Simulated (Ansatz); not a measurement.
## Which method gave which barrier?

Saddle point of CH$_{7}$FSn, singlet (SnH₃F ([F][SnH3]) + CH₄ → CH₆Sn ([CH3][SnH3]) + HF; bonds formed: Sn1–C7, F2–H6; bonds broken: Sn1–F2, H6–C7), PBE0-D4/def2-TZVP structure:

```
10
angstrom
Sn -0.9048 0.8236 -0.1028
F -0.9917 -1.2106 -1.0581
H -1.0478 1.4619 -1.6688
H -2.3093 0.3825 0.7413
H -0.0369 1.9608 0.8615
H 0.0254 -1.0026 -0.4369
C 1.0515 -0.5558 0.2993
H 0.9915 -0.4898 1.3854
H 1.7607 0.1770 -0.0846
H 1.4616 -1.5470 0.0640
```

Computed with Ansatz 0.2.0 (basis: def2-TZVPP, with def2-QZVPP for the basis limit); correlated methods freeze the cores. Filled d shells of the heavier atoms are correlated. Core potentials replace the inner electrons of the atoms past krypton. The def2 sets are not built for correlating such inner shells, so the correlated values are less sure here. Extrapolation: Hartree–Fock as exp(−7.88 √X), correlation as X^−2.97. Four methods, as single points on the PBE0-D4 structures, gave these electronic barriers from the start structure: 32.13, 44.55, 47.67, 66.43 kcal/mol.

Problem. The methods were, in alphabetical order, HF, MP2, r2SCAN-D4, SPW92. Which gave which? (Judge from chemistry; the calculation decides.)

Solution. Computed: SPW92 32.13; r2SCAN-D4 44.55; MP2 47.67; HF 66.43 kcal/mol. For comparison, CCSD(T) at an estimated basis limit (MP2 extrapolated from triple and quadruple zeta, plus CCSD(T) − MP2 in triple zeta) gives 48.07 kcal/mol.

The T1 diagnostic stays at or below 0.014.

Labels in which every atom is bracketed show which atoms are joined, not bond orders.

For scale, one of the runs: CCSD(T)/def2-TZVPP, 210 basis functions, launched by `ansatz run in.yaml --threads 4 --pin off --events-out ev --progress --plain --max-ram 9574MiB`. Time: 110 s of wall clock on 4 CPU threads of an Intel Xeon; the host was shared. Peak host memory: 3.3 GiB.
